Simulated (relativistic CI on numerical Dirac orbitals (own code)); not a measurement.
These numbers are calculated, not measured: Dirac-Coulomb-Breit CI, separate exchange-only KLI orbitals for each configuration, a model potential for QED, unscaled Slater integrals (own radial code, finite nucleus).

Configurations in the expansion (outside the closed core 1s2): 2s2.2p, 2s.2p2, 2p3, 2p2.3s, 2p2.3p, 2p2.3d, 2s2.3s, 2s2.3p, 2s2.3d, 2s.2p.3s, 2s.2p.3p, 2s.2p.3d, 2s2.4s, 2s2.4p, 2s2.4d, 2s2.4f, 2s.2p.4s, 2s.2p.4p, 2s.2p.4d, 2s.2p.4f, 2s2.5s, 2s2.5p, 2s2.5d, 2s2.5f, 2s2.5g, 2s.3s2, 2s.3s.3p, 2s.3s.3d, 2s.3p2, 2s.2p.5s, 2s.3p.3d, 2s.2p.5p, 2s.2p.5d, 2p.3s2, 2s.2p.5f, 2s.2p.5g. Levels of other configurations are missing.

At this charge energies of transitions that change n are usually good to better than 1 %, and those within a shell (Δn = 0) to a few per cent.

Outline of the computed level scheme of Sr XXXIV. Lowest level of each configuration: 2s2.2p 2P°_1/2 at 0.00 eV; 2s.2p2 4P_1/2 at 94.50 eV; 2p3 4S°_3/2 at 312.66 eV; 2s2.3s 2S_1/2 at 2367.85 eV; 2s2.3p 2P°_1/2 at 2403.81 eV; 2s.2p.3s 4P°_1/2 at 2438.23 eV; 2s2.3d 2D_3/2 at 2457.04 eV; 2s.2p.3p 4D_1/2 at 2469.04 eV; 2s.2p.3d 4F°_3/2 at 2519.70 eV.

Some strong electric-dipole decays among the lowest 45 levels: 2s.2p.3d 4D°_1/2 → 2s.2p2 4P_1/2 (1.5e+14 s⁻¹); 2s2.3d 2D_5/2 → 2s2.2p 2P°_3/2 (9.9e+13 s⁻¹); 2s.2p.3d 4D°_3/2 → 2s.2p2 4P_1/2 (9.3e+13 s⁻¹); 2s2.3d 2D_3/2 → 2s2.2p 2P°_1/2 (9.3e+13 s⁻¹); 2s.2p.3d 4F°_7/2 → 2s.2p2 4P_5/2 (7.0e+13 s⁻¹); 2s.2p.3d 2F°_5/2 → 2s.2p2 2D_3/2 (7.0e+13 s⁻¹); 2s.2p.3d 2D°_3/2 → 2s.2p2 2P_1/2 (6.0e+13 s⁻¹); 2s.2p.3d 4P°_5/2 → 2s.2p2 4P_3/2 (5.5e+13 s⁻¹).

LS names give the leading component of a level, which can be under half, so a name can repeat, a term be missing and a line seem to break the LS rules.
